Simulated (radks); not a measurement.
The numbers below are computed, except where a source is named.
These are the eigenvalues of the occupied orbitals of an atom or ion with whole-number occupations (hartree). Code: a radial shooting solver on a logarithmic mesh with Libxc functionals. Model: scalar-relativistic Kohn-Sham, MS2 meta-GGA, spin-unpolarised, spherical densities, finite nucleus; meta-GGA in the generalised Kohn-Sham scheme; Fermi nuclear charge, rms radius of each element as measured or else 0.836 A^(1/3) + 0.57 fm.

1s: -976.1924
2s: -145.4475
2p: -130.3623
3s: -27.54659
3p: -22.55899
3d: -14.82134
4s: -4.29825
4p: -2.83655
4d: -0.75719
5s: -0.47189

Which element is it, and in what charge state? The configuration may be excited.

Answer. Z = 48, cadmium, charge +1: Cd+ in [Kr] 4d10 5s1. The list shows which subshells hold electrons but not how many an open one holds; the 1s level, -976.19 hartree, gives Z - s = 44.2 by -(Z - s)^2/2, which with screening and relativity narrows Z to a few neighbours, and the depths of the outer levels then fix element, charge and occupations together.
